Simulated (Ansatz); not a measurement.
Species: CH₅AlO, charge 0, singlet. CH5AlO (SMILES C[O][AlH2]).
B3LYP-D3(BJ)/def2-TZVP minimum from Ansatz (a program for electronic structure):
```xyz
8

Al    -0.4958     0.8909     0.6274
H     -0.4613     1.2123     2.1649
H     -1.2515     1.7538    -0.4584
O      0.3478    -0.4862     0.1322
C      0.5745    -1.1233    -1.1020
H      0.0893    -0.6025    -1.9357
H      1.6480    -1.1695    -1.3049
H      0.1915    -2.1470    -1.0679
```

Atomisation energy term by term, kcal/mol (programs: Ansatz). Radicals and triplets start from unrestricted determinants; spin-orbit coupling is neglected. Correlated methods leave the cores frozen. Rows without X2C or -DK are non-relativistic. CBS(X,Y): correlation extrapolated as X^-3, Hartree-Fock from the larger set. A bracket is a step between two methods taken in the basis named. '+ core + X2C': CCSD(T) terms for core correlation (cc-pwCVTZ, 1s frozen past Ne) and scalar relativity (cc-pVTZ-DK). For partners of very few electrons the exact lower level stands in for a higher one.

```csv
term,basis,kcal/mol
Hartree-Fock,cc-pV(Q+d)Z,480.07
CCSD correlation,"CBS(cc-pV(T+d)Z,cc-pV(Q+d)Z)",159.02
(T),"CBS(cc-pV(T+d)Z,cc-pV(Q+d)Z)",8.31
CCSDT(Q) - CCSD(T),cc-pV(D+d)Z,0.45
core correlation,cc-pwCVTZ,0.73
scalar relativity,"X2C, cc-pVTZ-DK",-0.95
sum: De,,647.6
```
